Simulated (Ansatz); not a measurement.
Gas-phase electronic energies from Ansatz, PBE0-D4/def2-TZVP geometries. CCSD(T)/CBS is the MP2 limit (def2-TZVPP, def2-QZVPP) plus CCSD(T) − MP2 in def2-TZVPP, frozen cores. This one scheme is used for every species, atoms too. Functionals use def2-TZVPP. B3LYP here is the variant with VWN-RPA as its local correlation; programs differ in this. No spin–orbit coupling; open shells (•) take unrestricted orbitals. Bonds to Ga are less sure, by a few kJ/mol each and by 10 to 20 or more in all where they break to atoms, as the def2 sets lack core-valence functions. Scalar relativity is left out up to krypton. Each species was taken in one conformer, which may not be the lowest.

`[OH][GaH][O][SiH3]` → `[OH][Ga][O][SiH3]`• + H•  (homolysis of the Ga–H bond)

| level | ΔE (kcal/mol) |
| --- | --- |
| PBE-D4 | 80.3 |
| r2SCAN-D4 | 82.4 |
| PBE0-D4 | 82.0 |
| B2PLYP | 83.6 |
| PBE0 | 81.4 |
| B3LYP | 82.9 |
| HF/def2-TZVPP | 65.4 |
| MP2/def2-QZVPP | 84.4 |

(1) What does CCSD(T)/CBS give? (Best estimate.)

Largest T1 diagnostic among the species: 0.016.

## Answers

(1) Ansatz gave: +88.4 kcal/mol. The listed levels differ from it by -8.1, -6.0, -6.4, -4.8, -7.0, -5.5, -23.0, -4.0 kcal/mol.

In def2-TZVPP, CCSD(T) changes the Hartree–Fock value by +20.3 kcal/mol (the triples alone add −0.0 kcal/mol) and MP2 by +17.4 kcal/mol; breaking electron pairs costs correlation energy, which Hartree–Fock lacks. The D4 term adds +1.1 kcal/mol with B3LYP and +0.6 kcal/mol with PBE0; it sums over pairs of atoms, weighted by their polarisabilities, and B3LYP, whose exchange is more repulsive, gets the larger term. From PBE to PBE0 (25 % exact exchange), in def2-TZVPP and without D4, ΔE moves by +1.8 kcal/mol.

CCSD(T)/CBS has its own doubt, a few kJ/mol and more with outer-core shells, so smaller differences from it don't rank the levels.
